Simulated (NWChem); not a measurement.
System: CsF; SMILES [F][Cs]

NWChem printed, in part:

```
             Northwest Computational Chemistry Package (NWChem) 7.3.0
             --------------------------------------------------------

 ORDER OF PRIMARY AXIS IS BEING SET TO 4
 C4V symmetry detected

                             Geometry "geometry" -> ""
                             -------------------------

 Output coordinates in angstroms (scale by  1.889725989 to convert to a.u.)

  No.       Tag          Charge          X              Y              Z
 ---- ---------------- ---------- -------------- -------------- --------------
    1 Cs                  55.0000     0.00000000     0.00000000    -0.33474741
    2 F                    9.0000     0.00000000     0.00000000     2.04567859

 Effective nuclear repulsion energy (a.u.)     110.0402777716

      Symmetry information
      --------------------

 Group name             C4v
 Group number             18
 Group order               8
 No. of unique centers     2

                                Z-matrix (autoz)
                                --------

 Units are Angstrom for bonds and degrees for angles

      Type          Name      I     J     K     L     M      Value
      ----------- --------  ----- ----- ----- ----- ----- ----------
    1 Stretch                  1     2                       2.38043

                           NWChem Geometry Optimization
                           ----------------------------

 maximum gradient threshold         (gmax) =   0.000450
 rms gradient threshold             (grms) =   0.000300
 maximum cartesian step threshold   (xmax) =   0.001800
 rms cartesian step threshold       (xrms) =   0.001200
 fixed trust radius                (trust) =   0.300000
 source of zmatrix                         =   autoz

          -------------------
          Energy Minimization
          -------------------

 Using diagonal initial Hessian
 Scaling for Hessian diagonals: bonds = 1.00  angles = 0.25  torsions = 0.10

          --------
          Step   0

                                 NWChem DFT Module
                                 -----------------

 Summary of "ao basis" -> "ao basis" (spherical)
 ------------------------------------------------------------------------------
       Tag                 Description            Shells   Functions and Types
 ---------------- ------------------------------  ------  ---------------------
 Cs                        def2-tzvpp               12       36   5s3p3d1f
 F                         def2-tzvpp               11       31   5s3p2d1f

      Symmetry analysis of basis
      --------------------------

        a1         23
        a2          0
        b1          7
        b2          7
        e          30

            General Information
            -------------------
          SCF calculation type: DFT
          Wavefunction type:  closed shell.
          No. of atoms     :     2
          No. of electrons :    18
           Alpha electrons :     9
            Beta electrons :     9
          Charge           :     0
          Spin multiplicity:     1
          Use of symmetry is: on ; symmetry adaption is: on
          Maximum number of iterations: 150
          AO basis - number of functions:    67
                     number of shells:    23
          Convergence on energy requested:  1.00D-06
          Convergence on density requested:  1.00D-05
          Convergence on gradient requested:  5.00D-04

              XC Information
              --------------
                         B3LYP Method XC Potential
                     Hartree-Fock (Exact) Exchange  0.200
                        Slater Exchange Functional  0.800 local
                    Becke 1988 Exchange Functional  0.720 non-local
              Lee-Yang-Parr Correlation Functional  0.810
                  VWN I RPA Correlation Functional  0.190 local

             Grid Information
             ----------------
          Grid used for XC integration:  medium
          Radial quadrature: Mura-Knowles
          Angular quadrature: Lebedev.
          Tag              B.-S. Rad. Rad. Pts. Rad. Cut. Ang. Pts.
          ---              ---------- --------- --------- ---------
          Cs                  2.60      123          14.0       590
          F                   0.50       49          10.0       434
          Grid pruning is: on
          Number of quadrature shells:   172
          Spatial weights used:  Erf1

      Superposition of Atomic Density Guess
      -------------------------------------

 Sum of atomic energies:        -122.02575117

      Non-variational initial energy
      ------------------------------

 Total energy =    -118.986674
 1-e energy   =    -207.691031
 2-e energy   =      70.697766
 HOMO         =      -0.546239
 LUMO         =      -0.048722

      Symmetry analysis of molecular orbitals - initial
      -------------------------------------------------

 !! scf_movecs_sym_adapt:   14 vectors were symmetry contaminated

  Symmetry fudging

 !! scf_movecs_sym_adapt:   10 vectors were symmetry contaminated

  Numbering of irreducible representations:

     1 a1          2 a2          3 b1          4 b2          5 e

  Orbital symmetries:

[...]

      ----------------------
      Optimization converged
      ----------------------

  Step       Energy      Delta E   Gmax     Grms     Xrms     Xmax
  ---- ---------------- -------- -------- -------- -------- --------
@    1    -120.10616098 -1.8D-07  0.00020  0.00020  0.00006  0.00010
                                     ok       ok       ok       ok

                                Z-matrix (autoz)
                                --------

 Units are Angstrom for bonds and degrees for angles

      Type          Name      I     J     K     L     M      Value     Gradient
      ----------- --------  ----- ----- ----- ----- ----- ---------- ----------
    1 Stretch                  1     2                       2.38032    0.00020

                         Geometry "geometry" -> "geometry"
                         ---------------------------------

 Output coordinates in angstroms (scale by  1.889725989 to convert to a.u.)

  No.       Tag          Charge          X              Y              Z
 ---- ---------------- ---------- -------------- -------------- --------------
    1 Cs                  55.0000     0.00000000     0.00000000    -0.33469582
    2 F                    9.0000     0.00000000     0.00000000     2.04562701

 Effective nuclear repulsion energy (a.u.)     110.0450470136

      Symmetry information
      --------------------

 Group name             C4v
 Group number             18
 Group order               8
 No. of unique centers     2

                Final and change from initial internal coordinates
                --------------------------------------------------

                                Z-matrix (autoz)
                                --------

 Units are Angstrom for bonds and degrees for angles

      Type          Name      I     J     K     L     M      Value       Change
      ----------- --------  ----- ----- ----- ----- ----- ---------- ----------
    1 Stretch                  1     2                       2.38032   -0.00010

 ==============================================================================
                                internuclear distances
 ------------------------------------------------------------------------------
       center one      |      center two      | atomic units |  angstroms
 ------------------------------------------------------------------------------
    2 F                |   1 Cs               |     4.49816  |     2.38032
 ------------------------------------------------------------------------------
                         number of included internuclear distances:          1
 ==============================================================================

[second-derivative integrals and response iterations left out]

  Vibrational analysis via the FX method

  See chapter 2 in "Molecular Vibrations" by Wilson, Decius and Cross

  Vib: Default input used

[...]

 Rotational Constants
 --------------------
 A=   0.000000 cm-1  (  0.000000 K)
 B=   0.178994 cm-1  (  0.257526 K)
 C=   0.178994 cm-1  (  0.257526 K)

 Temperature                      =   298.15K
 frequency scaling parameter      =   1.0000

 Linear Molecule

 Zero-Point correction to Energy  =    0.503 kcal/mol  (  0.000802 au)
 Thermal correction to Energy     =    2.209 kcal/mol  (  0.003520 au)
 Thermal correction to Enthalpy   =    2.801 kcal/mol  (  0.004464 au)

 Total Entropy                    =   58.101 cal/mol-K
   - Translational                =   40.946 cal/mol-K (mol. weight = 151.9035)
   - Rotational                   =   15.998 cal/mol-K (symmetry #  =        1)
   - Vibrational                  =    1.157 cal/mol-K

 Cv (constant volume heat capacity) =    6.536 cal/mol-K
   - Translational                  =    2.979 cal/mol-K
   - Rotational                     =    1.986 cal/mol-K
   - Vibrational                    =    1.570 cal/mol-K

[normal modes left out]

 ----------------------------------------------------------------------------
 Normal Eigenvalue ||           Projected Infra Red Intensities
  Mode   [cm**-1]  || [atomic units] [(debye/angs)**2] [(KM/mol)] [arbitrary]
 ------ ---------- || -------------- ----------------- ---------- -----------
    1       -0.000 ||    0.000000           0.000         0.000       0.000
    2       -0.000 ||    0.023463           0.541        22.873       7.814
    3        0.000 ||    0.003532           0.081         3.443       1.176
    4        0.000 ||    0.024709           0.570        24.088       8.229
    5        0.000 ||    0.004779           0.110         4.658       1.592
    6      352.017 ||    0.123669           2.853       120.559      41.188
 ----------------------------------------------------------------------------
```

Level: B3LYP/def2-TZVPP with def2 effective core potentials on Cs. B3LYP is NWChem's, with the RPA form of VWN correlation. def2 effective core potentials on Cs; no spin-orbit coupling.

Task: Which NWChem input produces such a log?

Result: One answer among several that fit: the input that was run:
```
start job
memory heap 200 mb stack 900 mb global 1100 mb
geometry units angstroms
  Cs     0.000000     0.000000    -0.361050
  F      0.000000     0.000000     2.019376
end
basis spherical
  * library def2-tzvpp
end
ecp
  Cs library def2-ecp
end
dft
  xc b3lyp
  iterations 150
end
driver
  maxiter 120
end
task dft optimize
dft
  grid fine
  convergence energy 1d-8 density 1d-7
end
task dft freq numerical
```
